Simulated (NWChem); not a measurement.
Correlation energy of CClF2

```
C
F 1 1.3111
F 1 1.3111 2 110.83
Cl 1 1.7292 2 113.88 3 -129.95
```
Charge 0, spin multiplicity 2.

Everything below was run with NWChem. All single points use one geometry, from UPBE0/def2-SVP, a minimum by its harmonic frequencies.

Basis set: STO-3G. Each correlation energy counts from its own Hartree-Fock reference.

```csv
method,correlation energy (mHa)
CCSD[T] on UHF,-108.1
CCSD[T] on ROHF,-109.7
CCSD on ROHF,-103.9
UMP2,-82.6
CCSD on UHF,-102.8
CCSDT on ROHF,-109.5
CCSD(T) on UHF,-107.3
CCSD(T) on ROHF,-108.7
SCS-UMP2,-84.7
```

The values span 27.1 mHa, from CCSD[T] on ROHF (lowest) to UMP2 (highest). 

The correlated methods keep 8 core orbitals frozen. The structure started from a generated list of species. The unpaired electrons of the parent sit in orbitals of symmetry a' (Cs labels of the run); other states weren't searched. No SCF solution was tested for a lower state. Open-shell Hartree-Fock references start from PBE0 orbitals. No row is a measurement; the coupled-cluster row has its own basis-set and correlation limits.
